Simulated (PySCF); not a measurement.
## Spinor energies of Hf³⁺ (hafnium, charge +3)

Start: [Xe] 4f14 6s1; 6s1/2 filled at m_j = +1/2. Calculated with PySCF 2.14 in x2c-TZVPall-2c: generalised Hartree-Fock with the X2C-1e Hamiltonian and a Gaussian nucleus; spin-orbit coupling (SO) screened by Boettger's factors. This is a chosen level, not necessarily the ground level.

```tsv
spinor shell	electrons	ε, screened SO (eV)	weight of nominal j (screened SO)	rms radius, screened SO (bohr)
1s1/2	2	-65704.8	1.000	0.0215
2s1/2	2	-11397.7	1.000	0.0869
2p1/2	2	-10866.9	1.000	0.0740
2p3/2	4	-9669.6	1.000	0.0812
3s1/2	2	-2680.1	1.000	0.222
3p1/2	2	-2444.9	1.000	0.214
3p3/2	4	-2183.7	1.000	0.228
3d3/2	4	-1790.2	1.000	0.202
3d5/2	6	-1733.7	1.000	0.206
4s1/2	2	-595.12	1.000	0.498
4p1/2	2	-497.41	1.000	0.508
4p3/2	4	-437.11	1.000	0.541
4d3/2	4	-275.98	1.000	0.571
5s1/2	2	-110.97	1.000	1.21
5p1/2	2	-79.598	1.000	1.34
5p3/2	4	-71.019	1.000	1.44
4f5/2	6	-63.067	1.000	0.736
4f7/2	8	-61.360	1.000	0.740
6s1/2	1	-29.819	1.000	3.14
```

Problem. Where does 4d5/2 lie, and what is the 4d spin-orbit splitting (screened SO)?

Solution. At -264.63 eV, 11.351 eV above 4d3/2.

```tsv
quantity	screened SO
E (hartree)	-15081.19720
M_J	1/2
⟨J²⟩	0.750
⟨L²⟩	0.110
⟨S²⟩	0.861
```

Each row is a mean over spinors that exchange with the open shell spreads, by up to 0.422 eV (5s1/2).

Breit and QED terms are absent; they matter most for the inner s and p1/2 levels.

Densities and radii are taken from the X2C orbitals without a picture-change correction, which distorts them close to the nucleus.
